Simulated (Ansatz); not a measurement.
The Br1–Br2 bond of Br2 is stretched (multiplicity 1).


Frozen-core correlation. Filled d and f shells under p-block atoms count as core.

Codes used: Ansatz (Gaussian basis) for Hartree–Fock, density functionals and correlated methods. 

FIC-MRCISD+Q on CASSCF(14,8)/cc-pVTZ, total energies (hartree):

```tsv
R (Å)	CASSCF	MRCISD	weight c² of the reference
2.316	-5144.937599	-5145.238446	0.89568
4.053	-5144.880765	-5145.168811	0.89684
9.263	-5144.880437	-5145.167785	0.89704
```

Problem. Add the Davidson correction (E_MRCISD − E_CASSCF)(1 − c²)/c² and give the energies above the first point at the three levels.

Solution. 
Corrections (hartree): -0.035038, -0.033132, -0.032981. Above the first point (kcal/mol):
- R = 4.053 Å: CASSCF 35.7, MRCISD 43.7, with the correction 44.9
- R = 9.263 Å: CASSCF 35.9, MRCISD 44.3, with the correction 45.6

Ansatz is an electronic-structure program.
